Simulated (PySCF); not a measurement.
F4Ge, SMILES [F][Ge-]([F])([F])[F] (connectivity only; charge and spin as stated), charge -1, multiplicity 2.

The structure is a stationary point at B3LYP-D3(BJ)/def2-SVPD.

Two levels are set side by side: PBE/def2-SVPD (PySCF) and M06-2X/def2-SVPD (PySCF). Same geometry, gas phase. Differences are taken from unrounded values.

```
quantity                     M06-2X
---------------------------  ------
α-spin orbital gap (eV)        7.77
β-spin orbital gap (eV)       10.10
mean polarisability (bohr³)    41.6
```

Task: What does PBE give, and how far is it from M06-2X? (An estimate is asked for; the answer gives what the named calculation found.)

Result: 
| quantity | PBE | PBE minus M06-2X |
|---|---|---|
| α-spin orbital gap (eV) | 4.51 | -3.26 |
| β-spin orbital gap (eV) | 4.55 | -5.54 |
| mean polarisability (bohr³) | 49.3 | 7.7 |

Loosely held outer electrons make PBE densities more polarisable. Differences between two approximate levels are no errors against the true value.

Rough cost on one machine, each run with all the roots and properties that it gave: M06-2X against PBE within a factor of 2.
